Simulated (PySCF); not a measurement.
Correlation energy of V (vanadium, neutral)

[Ar] 3d3 4s2, high-spin 4F determinant. All numbers are calculated (PySCF 2.14, scalar relativity by spin-free X2C-1e, in x2c-TZVPPall with one added diffuse shell each of s, p, d, f type (7s6p5d3f1g, 80 functions)). Frozen: [Ne]; 13 electrons correlated.

```tsv
level	correlation energy (mhartree)
CCSD	-367.24
(T)	-11.24
CCSD(T)	-378.48
```

Diagnostics: T1 = 0.021, D1 = 0.0839, largest double amplitude 0.066.

Cost of the coupled-cluster step: of the order of 21 core-seconds, for 13 correlated electrons.

This basis was not built for core-valence correlation, so the inner-shell part is incomplete.
